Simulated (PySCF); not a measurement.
# Dipole moment and polarisability of SiH3(NHEt)

Species: SiH3(NHEt), C₂H₉NSi.
Geometry (PBE0-D3(BJ)/def2-SVP, Å), atoms numbered from 1 in this order:
```
atom  x, y, z in Å
Si1    0.445    1.500    1.137
H2     0.087    1.894    2.533
H3     1.911    1.168    1.128
H4     0.263    2.650    0.197
N5    -0.634    0.231    0.665
C6    -0.709   -0.311   -0.675
C7     0.278   -1.434   -0.967
H8    -0.932   -0.420    1.384
H9    -1.738   -0.663   -0.872
H10   -0.545    0.517   -1.388
H11    1.316   -1.094   -0.830
H12    0.173   -1.801   -2.001
H13    0.115   -2.287   -0.289
```

Level: wB97X-D/def2-SVPD (PySCF), static field, nuclei fixed, core orbitals frozen in the response. The polarisability tensor in these axes (au):

```
x   59.19  1.73  1.91
y    1.73 64.58  6.45
z    1.91  6.45 63.35
```

What are the eigenvalues, a third of the trace, and Δα (Δα² = ½Σ(αi − αj)² over the three pairs)?

Principal values 57.44, 58.69 and 71.00 au; mean 62.37 au = 9.24 Å³ = 10.28 × 10⁻⁴⁰ C²·m²/J; Δα = 12.99 au (21 % of the mean).

What is the dipole moment, and where does it point?

(-0.32, -1.17, -0.29) D, 1.25 D in size, pointing from the negative to the positive side. Measured along this direction, the outermost atoms are H4 at the negative end and H13 and H12 at the positive end.

How large is μ²/3kT at 400 K beside α?

In Gaussian units μ²/3kT = 9.39 Å³ against 9.24 Å³, a ratio of 1.02; the Debye molar polarisation (4π/3)N_A(α + μ²/3kT) is 47.0 cm³/mol, leaving out the vibrational part.

Form Σ f/ω² (atomic units) for the 10 lowest TDDFT singlets, given as eV and f, and set it beside the mean polarisability, which is this sum over all singlets: 6.10, 0.0062; 7.02, 0.0077; 7.27, 0.0305; 7.62, 0.0168; 7.76, 0.0519; 7.97, 0.0137; 8.19, 0.0083; 8.79, 0.0247; 8.90, 0.0212; 9.03, 0.0193.

They add up to 2.38 au, 3.8 % of the 62.37 au; the largest single term is 0.64 au, from the state at 7.76 eV. Terms in order: 0.12, 0.12, 0.43, 0.21, 0.64, 0.16, 0.09, 0.24, 0.20, 0.18 au. Higher excitations give the rest. The strengths listed sum to 0.200.

What depolarisation ratio follows for Rayleigh scattering of linearly polarised light, taking the static tensor?

ρ = 3Δα²/(45ᾱ² + 4Δα²) = 505.9/(175077 + 674.6) = 0.00288.

Find the Langevin capture rate constant for H3O+ (19.018 u) meeting this molecule (75.050 u), k = 2.342 × 10⁻⁹ cm³/s × √(α in Å³ / reduced mass in u).

The reduced mass is 15.17 u, so k = 1.83 × 10⁻⁹ cm³/s. The formula leaves out the permanent dipole, which adds to the capture rate.

Molar refractivity from α?

Lorentz–Lorenz: R = (4π/3)N_A α = 2.5225 cm³/(mol·Å³) × 9.24 Å³ = 23.3 cm³/mol, in the limit of long wavelengths.

Geometry: PBE0-D3(BJ)/def2-SVP, one conformer, isolated molecule.

The run behind these numbers computed excited states as well. Hardware: one thread of an AMD EPYC (shared host). Cost: 42 s wall (with the writing of density and orbital grids), 0.73 GiB resident at most.
